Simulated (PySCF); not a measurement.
B3LYP has the VWN-RPA correlation part, as in Gaussian. Delta-SCF ions had no search for a lower state. Excitations are Tamm–Dancoff values on a coarser integration grid. The basis has no diffuse functions, so Rydberg states are missing or too high.

Cartesian coordinates (Å):
```xyz
18

C      3.1495    -0.4304     0.2869
O      1.7902    -0.4758    -0.0911
Si     0.9881     0.7340    -0.9267
Si    -1.1927    -0.1213    -1.0177
Si    -1.4252    -1.6000     0.7902
C     -2.4122     1.3701    -0.7688
F     -3.7071     1.0178    -0.8983
F     -2.1800     2.3641    -1.6567
F     -2.2694     1.9054     0.4658
H      3.3916    -1.3524     0.8373
H      3.8175    -0.3672    -0.5924
H      3.3632     0.4318     0.9460
H      1.0228     2.0221    -0.1675
H      1.6107     0.9661    -2.2661
H     -1.5426    -0.7329    -2.3308
H     -2.8529    -1.9966     0.9636
H     -0.6025    -2.8142     0.5295
H     -0.9490    -0.9208     2.0271
```
Charge 0, spin multiplicity 1.

### Question
Predict the HOMO–LUMO gap, T1 excitation (TDA), S1 oscillator strength, S1 excitation (TDA), LUMO, vertical ionisation energy (Delta-SCF), brightest of the four lowest singlets (TDA) and S1–T1 gap (TDA) from B3LYP-D3(BJ)/def2-TZVP // B3LYP-D3(BJ)/def2-SVP (PySCF 2.14.0).

### Answer

```json
{
  "HOMO–LUMO gap": "6.87 eV",
  "T1 excitation (TDA)": "5.26 eV",
  "S1 oscillator strength": "0.084",
  "S1 excitation (TDA)": "5.99 eV",
  "LUMO": "-1.08 eV",
  "vertical ionisation energy (Delta-SCF)": "9.83 eV",
  "brightest of the four lowest singlets (TDA)": "5.99 eV",
  "S1–T1 gap (TDA)": "0.73 eV"
}
```
